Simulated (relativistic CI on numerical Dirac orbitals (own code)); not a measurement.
**Zeeman pattern of V⁺ 3125.28 Å at 0.5 T**

Problem. The line 3d3 4s 5F_1 – 3d3 4p 5G°_2 of V⁺ lies at 3125.28 Å (air; NIST Handbook). Calculate its Zeeman pattern at B = 0.5 T, seen across the field, in LS coupling, and compare it with the Doppler width at an assumed gas temperature of 1000 K.

Working.
1. Landé factors g = 3/2 + [S(S + 1) − L(L + 1)]/[2J(J + 1)]: lower 0.0000, upper 0.3333.
2. The unit is μB B/hc = 0.46686 × 0.5 = 0.2334 cm⁻¹, or 22.8 mÅ at this wavelength. A component is shifted by g_u m_u − g_l m_l units. Seen across the field, the strengths for lower J and m are (J + 1)² − m² (π) and ¼(J + m + 1)(J + m + 2) (σ).
3. π components (Δm = 0), symmetric about zero, as shift (strength, strongest of all = 100): 0.000 (100), ±0.333 (75).
4. σ components with Δm = +1, mirrored for −1: 0.000 (12), 0.333 (38), 0.667 (75).
5. The centre of the σ group lies at ḡ = 0.500 units, 11.4 mÅ from the line centre.
6. The Doppler width is 7.16 × 10⁻⁷ λ √(T/M) = 9.9 mÅ (FWHM, M = 51), so the sum of Gaussians is one broadened peak; the two σ groups show as separate peaks only through a polariser.

Check. A relativistic CI calculation gives g = -0.0024 and 0.3322 for the two levels. The nearest fine-structure partner lies 82 cm⁻¹ away, 352 Zeeman units, so the weak-field formulas hold; hyperfine structure, which matters at weak fields for isotopes with nuclear spin, is neglected.
